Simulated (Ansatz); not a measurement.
`O[SiH2][TeH]`. The species carries charge 0 and has multiplicity 1. Correlated methods include outer-core shells of Te, which these sets cover unevenly. Te: def2 effective core potential.

```xyz
7

O     0.202    0.480   -1.597
Si    0.360   -0.447   -0.249
Te    0.264    0.862    1.877
H    -0.480    1.153   -1.592
H    -0.705   -1.477   -0.153
H     1.699   -1.065   -0.349
H    -1.340    0.494    2.064
```

**Question.** Give the diagnostics of a CCSD(T)/def2-TZVPP run (frozen core, Ansatz 0.2.0). (An estimate is asked.)

**Answer.** Ansatz gave: T1 = 0.0112, largest single amplitude 0.015, largest double 0.032, (T) share of the correlation energy 2.8 %, 10 CCSD cycles. The RHF solution is stable towards an unrestricted one. T1 lies under the customary mark of 0.02 for closed shells.
